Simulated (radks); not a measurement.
Question: The mean radii <r> (bohr) of the occupied orbitals of an atom or ion are listed with their occupations. Method: Dirac Kohn-Sham, LDA (Slater exchange, Perdew-Wang correlation), spin-unpolarised, spherical densities, point nucleus; computed with a radial shooting solver on a logarithmic mesh with Libxc functionals.

orbital  occ.     <r>
1s1/2       2  0.5887
2s1/2       1   3.933

Name the element and its charge. Open shells, if any, fill j = l - 1/2 first.

Answer: Z = 3, lithium, charge 0: Li in [He] 2s1. The 1s radius gives Z: for a bare nucleus <r> = (2 gamma + 1)/(2Z) with gamma = sqrt(1 - (Z/c)^2), 0.4999 bohr for Z = 3, and screening makes it slightly larger (0.5887 here). The occupations add up to 3, and the charge is Z minus that.
